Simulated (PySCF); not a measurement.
Species: 4,5-dimethyl-1-hexene, C₈H₁₆.
Numbering: `[CH2:1]=[CH:2][CH2:3][C@@H:4]([CH3:5])[CH:6]([CH3:7])[CH3:8]` (hydrogens: H9, H10 on C1; H11 on C2; H12, H13 on C3; H14 on C4; H15, H16, H17 on C5; H18 on C6; H19, H20, H21 on C7; H22, H23, H24 on C8)

The same species was optimised twice, with GFN2-xTB and with PBE0-D3(BJ)/def2-SVP (PySCF), and the same property calculations (PySCF, gas phase) were run on both structures.

```
     coordinate  GFN2-xTB  PBE0-D3(BJ)/def2-SVP  change
      C1=C2 (Å)     1.320                 1.334  +0.014
      C4–C5 (Å)     1.528                 1.524  -0.004
      C6–C8 (Å)     1.528                 1.525  -0.003
      C4–C6 (Å)     1.542                 1.544  +0.002
      C6–C7 (Å)     1.528                 1.526  -0.002
      C3–C4 (Å)     1.536                 1.537  +0.001
      C2–C3 (Å)     1.494                 1.495  +0.001
   C2–C3–C4 (°)     111.6                 113.3    +1.7
   C3–C4–C5 (°)     109.9                 111.0    +1.1
   C1–C2–C3 (°)     124.7                 125.7    +1.0
   C7–C6–C8 (°)     109.8                 110.7    +0.9
   C4–C6–C8 (°)     111.3                 112.1    +0.8
   C5–C4–C6 (°)     111.4                 112.1    +0.7
   C4–C6–C7 (°)     113.5                 113.6    +0.1
   C3–C4–C6 (°)     113.1                 113.1     0.0
C1–C2–C3–C4 (°)      -124                  -121      +3
C2–C3–C4–C5 (°)        68                    67      -1
C3–C4–C6–C7 (°)       -51                   -56      -5
```

Rotational constants: A = 3290, B = 1105, C = 1026 MHz (GFN2-xTB) against A = 3249, B = 1096, C = 1010 MHz (PBE0-D3(BJ)/def2-SVP). Point groups within 0.08 Å: C1 and C1. Atoms that the bonding makes alike are paired by their places after alignment.

On the GFN2-xTB structure: HOMO (eV) -7.32 [PBE0/pcSseg-1]; LUMO (eV) 0.54 [PBE0/pcSseg-1]; dipole (D) 0.43 [PBE0/pcSseg-1]; GIAO shielding of C1 (ppm) 64.4 [PBE0/pcSseg-1]; GIAO shielding of C2 (ppm) 37.3 [PBE0/pcSseg-1]; GIAO shielding of C3 (ppm) 147.7 [PBE0/pcSseg-1]; GIAO shielding of C4 (ppm) 144.9 [PBE0/pcSseg-1]; GIAO shielding of C5 (ppm) 166.3 [PBE0/pcSseg-1]; GIAO shielding of C6 (ppm) 150.4 [PBE0/pcSseg-1]; GIAO shielding of C7 (ppm) 170.1 [PBE0/pcSseg-1]; GIAO shielding of C8 (ppm) 162.9 [PBE0/pcSseg-1].

Q: What do these properties become on the PBE0-D3(BJ)/def2-SVP structure?

A: 
```json
{"property": "HOMO (eV)", "level": "PBE0/pcSseg-1", "on GFN2-xTB": "-7.32", "on PBE0-D3(BJ)/def2-SVP": "-7.28", "change": "+0.04"}
{"property": "LUMO (eV)", "level": "PBE0/pcSseg-1", "on GFN2-xTB": "0.54", "on PBE0-D3(BJ)/def2-SVP": "0.45", "change": "-0.09"}
{"property": "dipole (D)", "level": "PBE0/pcSseg-1", "on GFN2-xTB": "0.43", "on PBE0-D3(BJ)/def2-SVP": "0.46", "change": "+0.03"}
{"property": "energy, GFN2-xTB geometry as zero (kcal/mol)", "level": "PBE0/pcSseg-1", "on GFN2-xTB": "0.0", "on PBE0-D3(BJ)/def2-SVP": "-0.9", "change": "-0.9"}
{"property": "GIAO shielding of C1 (ppm)", "level": "PBE0/pcSseg-1", "on GFN2-xTB": "64.4", "on PBE0-D3(BJ)/def2-SVP": "60.5", "change": "-3.9"}
{"property": "GIAO shielding of C2 (ppm)", "level": "PBE0/pcSseg-1", "on GFN2-xTB": "37.3", "on PBE0-D3(BJ)/def2-SVP": "34.8", "change": "-2.5"}
{"property": "GIAO shielding of C3 (ppm)", "level": "PBE0/pcSseg-1", "on GFN2-xTB": "147.7", "on PBE0-D3(BJ)/def2-SVP": "147.5", "change": "-0.2"}
{"property": "GIAO shielding of C4 (ppm)", "level": "PBE0/pcSseg-1", "on GFN2-xTB": "144.9", "on PBE0-D3(BJ)/def2-SVP": "144.5", "change": "-0.4"}
{"property": "GIAO shielding of C5 (ppm)", "level": "PBE0/pcSseg-1", "on GFN2-xTB": "166.3", "on PBE0-D3(BJ)/def2-SVP": "164.7", "change": "-1.6"}
{"property": "GIAO shielding of C6 (ppm)", "level": "PBE0/pcSseg-1", "on GFN2-xTB": "150.4", "on PBE0-D3(BJ)/def2-SVP": "149.6", "change": "-0.8"}
{"property": "GIAO shielding of C7 (ppm)", "level": "PBE0/pcSseg-1", "on GFN2-xTB": "170.1", "on PBE0-D3(BJ)/def2-SVP": "168.5", "change": "-1.6"}
{"property": "GIAO shielding of C8 (ppm)", "level": "PBE0/pcSseg-1", "on GFN2-xTB": "162.9", "on PBE0-D3(BJ)/def2-SVP": "161.0", "change": "-1.9"}
```

The heavy atoms differ by 0.028 Å rms after alignment. Among bonds between heavy atoms C1=C2 changes most (+0.014 Å). Changes are differences of the printed values. Neither structure is proved a minimum here.

The values belong to the conformer `[CH2:1]=[CH:2][CH2:3][C@@H:4]([CH3:5])[CH:6]([CH3:7])[CH3:8]`: C1–C2–C3–C4 -121°, C2–C3–C4–C5 67°, C3–C4–C6–C7 -56°.
